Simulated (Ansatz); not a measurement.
`C[Si](O)(F)[SiH3]` + `C[O][GeH]([Cl])[S]C` → `C[Si](O)([SiH3])Cl` + `C[O][GeH]([F])[S]C`  (redistribution)

Calculated with Ansatz (gas phase, PBE0-D4/def2-TZVP geometries, no zero-point term in ΔE). CCSD(T)/CBS adds triple-zeta CCSD(T) − MP2 to the extrapolated MP2 energy (def2 sets, frozen cores). Functionals use def2-TZVPP. B3LYP here is the variant with VWN-RPA as its local correlation; programs differ in this. For Ge outer-core shells are correlated without core-valence functions, which leaves a few kJ/mol of doubt a bond. Scalar relativity is left out up to krypton. One conformer a species, not always the lowest.

```tsv
level	ΔE (kcal/mol)	difference from CCSD(T)/CBS
PBE-D4	11.5	-1.2
r2SCAN-D4	12.1	-0.6
PBE0-D4	12.1	-0.6
B3LYP-D4	12.6	-0.1
ωB97X-V	11.7	-1.0
ωB97M-V	12.2	-0.5
B2PLYP	12.5	-0.2
PBE	11.3	-1.4
r2SCAN	12.0	-0.7
PBE0	11.9	-0.8
B3LYP	12.4	-0.3
HF/def2-TZVPP	13.0	0.3
MP2/def2-TZVPP	12.7	0.0
SCS-MP2/def2-TZVPP	12.6	-0.1
CCSD/def2-TZVPP	13.0	0.3
CCSD(T)/def2-TZVPP	12.8	0.1
HF/def2-QZVPP	12.9	0.2
MP2/def2-QZVPP	12.6	-0.1
SCS-MP2/def2-QZVPP	12.4	-0.3
HF/CBS(def2)	12.9	0.2
MP2/CBS(def2)	12.6	-0.1
CCSD/CBS(def2)	12.8	0.1
CCSD(T)/CBS	12.7	0
```

Largest T1 diagnostic among the species: 0.012.
